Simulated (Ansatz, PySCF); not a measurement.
Gas-phase reaction (SMILES): F[SiH2][SiH2]F + 2 [SiH4] (SiH4) -> 2 F[SiH3] + [SiH3][SiH3]; bond separation energy.

Structures are relaxed separately at B3LYP-D3(BJ)/def2-TZVP in Ansatz (a quantum-chemistry and plane-wave program), one conformer each, not searched for the lowest. Valence correlation only, unless marked. Spin-orbit coupling is left out. Non-relativistic. CBS marks a two-point X^-3 extrapolation of the correlation energy; Hartree-Fock from the larger set. The bracket is a focal-point correction in the basis named. Thermal terms are rigid-rotor harmonic-oscillator values from B3LYP-D3(BJ) frequencies (Ansatz or PySCF) at 298.15 K and 1 atm. 1 Eh = 627.5095 kcal/mol.

| species | E, RI-MP2/CBS(cc-pV(T+d)Z,cc-pV(Q+d)Z)+[CCSD(T)-MP2]/cc-pV(T+d)Z (Ansatz) (Eh) | E, wB97X-V/def2-TZVPD (Ansatz) (Eh) | H - E (Eh) | G - E (Eh) |
|---|---|---|---|---|
| F[SiH2][SiH2]F | -780.24738 | -781.13926 | 0.04714 | 0.00979 |
| F[SiH3] | -390.71877 | -391.16286 | 0.03157 | 0.00450 |
| [SiH3][SiH3] | -581.73935 | -582.49968 | 0.05489 | 0.02381 |
| [SiH4] (SiH4) | -291.46100 | -291.83995 | 0.03520 | 0.01198 |

Q: Work out ΔE and ΔH, ΔG, ΔS and the equilibrium constant at 298.15 K at the first level, then ΔH at the second.

A: 
1. ΔE = [2×(-390.71877) + (-581.73935)] - [(-780.24738) + 2×(-291.46100)] = -0.00751 Eh = -4.7 kcal/mol at RI-MP2/CBS(cc-pV(T+d)Z,cc-pV(Q+d)Z)+[CCSD(T)-MP2]/cc-pV(T+d)Z.
2. The terms H - E add up to 0.00049 Eh, so ΔH = (-0.00751 + (0.00049))×627.5095 = -4.4 kcal/mol.
3. The terms G - E add up to -0.00094 Eh, so ΔG = -5.3 kcal/mol, and ΔS = (0.00049 - (-0.00094))×627509.5/298.15 = 3.0 cal/(mol K).
4. log10 K = -ΔG/(RT ln 10) = 3.9, with RT ln 10 = 1.3642 kcal/mol.
5. At wB97X-V/def2-TZVPD the same steps give ΔE = -3.9 and ΔH = -3.6 kcal/mol, a shift of +0.8 from the first level.
6. These values are not checked against measurement here, since the tables used lack a sound gas-phase enthalpy of formation for at least one species.
